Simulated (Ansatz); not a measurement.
Start from `C[S][Mg][Cl]` and change one atom or group to get `C[S][Mg][O][SiH3]`.

Ansatz, PBE0-D4/def2-TZVP geometries, multiplicity 1. Each molecule was computed in one conformer, which needn't be the lowest.

```json
{"property": "HOMO–LUMO gap (ωB97M-V/def2-TZVPP) / eV", "`C[S][Mg][Cl]`": "8.86"}
{"property": "size of the dipole moment (B3LYP/def2-TZVPP) / D", "`C[S][Mg][Cl]`": "1.70"}
{"property": "size of the dipole moment (ωB97M-V/def2-TZVPP) / D", "`C[S][Mg][Cl]`": "1.63"}
{"property": "HOMO energy (B3LYP/def2-TZVPP) / eV", "`C[S][Mg][Cl]`": "-6.57"}
{"property": "size of the dipole moment (PBE/def2-TZVPP) / D", "`C[S][Mg][Cl]`": "1.74"}
{"property": "LUMO energy (B3LYP/def2-TZVPP) / eV", "`C[S][Mg][Cl]`": "-1.76"}
```

**Question.** Give the same properties after the change, and the shifts. (Estimate.)

**Answer.** The calculation gave: 
```
                                          property  `C[S][Mg][O][SiH3]`  shift
           HOMO–LUMO gap (ωB97M-V/def2-TZVPP) / eV                 8.78  -0.08
  size of the dipole moment (B3LYP/def2-TZVPP) / D                 1.62  -0.08
size of the dipole moment (ωB97M-V/def2-TZVPP) / D                 1.54  -0.09
               HOMO energy (B3LYP/def2-TZVPP) / eV                -6.50   0.07
    size of the dipole moment (PBE/def2-TZVPP) / D                 1.75   0.01
               LUMO energy (B3LYP/def2-TZVPP) / eV                -1.71   0.05
```

Dipoles are sizes alone; their direction can turn.

B3LYP here is the variant with VWN-RPA as its local correlation; programs differ in this.
